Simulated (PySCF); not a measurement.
C3H6N2Si, SMILES C1=NCN=C[SiH2]1. Atoms are numbered in the order given.

```xyz
12

C      0.0000     1.4433    -0.2397
N      0.0000     1.2880     1.0272
C      0.0000     0.0000     1.6855
N      0.0000    -1.2880     1.0272
C      0.0000    -1.4433    -0.2397
Si     0.0000     0.0000    -1.4640
H      0.0000     2.4917    -0.5916
H      0.8698     0.0000     2.3691
H     -0.8698     0.0000     2.3691
H      0.0000    -2.4917    -0.5916
H     -1.2091     0.0000    -2.3381
H      1.2091     0.0000    -2.3381
```
Charge 0, spin multiplicity 1.

Coordinates come from a B3LYP-D3(BJ)/def2-SVP optimisation. The structure was generated by enumeration, and PubChem lists no compound with its InChIKey, so it may never have been made. Other conformers were not sampled.

Two levels are set side by side: PBE/pcSseg-1 (PySCF) and KT2/pcSseg-1 (PySCF). GIAO shifts against NH3 (¹⁵N), TMS (²⁹Si), TMS (¹H), TMS (¹³C) at the same level; non-relativistic, no solvent, atoms listed together averaged. Differences are taken from unrounded values.

```
quantity                    KT2     PBE  PBE minus KT2
-----------------------  ------  ------  -------------
δ(¹³C) of C1, C5 (ppm)    162.5   174.5           12.0
δ(¹⁵N) of N2, N4 (ppm)    445.7   478.8           33.1
δ(¹³C) of C3 (ppm)         81.2    84.1            2.8
δ(²⁹Si) of Si6 (ppm)     -136.0  -140.3           -4.3
δ(¹H) of H7, H10 (ppm)     9.35    9.72           0.38
δ(¹H) of H8, H9 (ppm)      6.81    7.02           0.20
δ(¹H) of H11, H12 (ppm)    4.06    4.11           0.05
```

Rough cost on one machine, each run with all the roots and properties that it gave: KT2 against PBE within a factor of 2.
